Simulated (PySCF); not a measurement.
SMILES [Cl][Bi]([Cl])[Cl] (PBE0/def2-SVP optimised geometry):

```
4

Bi    -1.035    -1.214     0.000
Cl     1.423    -1.214     0.000
Cl    -1.423     1.214     0.000
Cl    -1.419    -1.668     2.385
```

Level of theory: PBE0/def2-TZVP, def2 effective core potentials past Kr (PySCF).

Q: What are the frontier orbital energies and the dipole moment?

A: HOMO-2 -9.17 eV, HOMO-1 -9.08 eV, HOMO -8.81 eV, LUMO -2.48 eV, LUMO+1 -2.16 eV; dipole moment 4.01 D.

On the same geometry PBE/def2-TZVP, def2 effective core potentials past Kr in PySCF gives HOMO-2 -7.78 eV, HOMO-1 -7.66 eV, HOMO -7.60 eV, LUMO -3.18 eV, LUMO+1 -2.83 eV; dipole moment 3.77 D.
